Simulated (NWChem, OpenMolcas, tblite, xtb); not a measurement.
**A ladder of methods for SiN2H6O (SMILES N[SiH](N)O)**

The species is SiN2H6O (10 atoms), meant as a singlet with charge 0. As SMILES, `N[SiH](N)O`. The coordinates come from a PBE0-D4/def2-TZVP relaxation. This is one conformer, not always the lowest.

```xyz
10

N    -0.7755    1.2155   -0.1378
Si    0.4923    0.0857    0.0871
N    -0.2486   -1.2498    0.8474
O     1.2067   -0.1183   -1.3842
H    -0.6207    2.0363   -0.7002
H    -1.4132    1.4053    0.6182
H     1.6427    0.4595    0.9440
H    -1.1235   -1.6250    0.5197
H     0.3023   -1.9429    1.3253
H     0.6208   -0.3174   -2.1166
```

Each level gives the dipole moment (D). The values are calculated.

```
         level            kind     program  value (D)   CPU time
      GFN1-xTB  semi-empirical      tblite       2.94  under 2 s
      GFN0-xTB  semi-empirical         xtb       1.73  under 2 s
   HF/def2-SVP    Hartree–Fock      NWChem       2.14       12 s
SVWN5/def2-SVP             LDA  OpenMolcas       2.21       18 s
 BLYP/def2-SVP             GGA  OpenMolcas       2.11       26 s
M06-L/def2-SVP        meta-GGA  OpenMolcas       2.12       32 s
B3LYP/def2-SVP   global hybrid  OpenMolcas       2.12       26 s
```

The values span 1.73 to 2.94 D. Magnitudes only. Times are those of the runs behind each value, whatever else they computed, on shared processors of several kinds: orders of magnitude only.
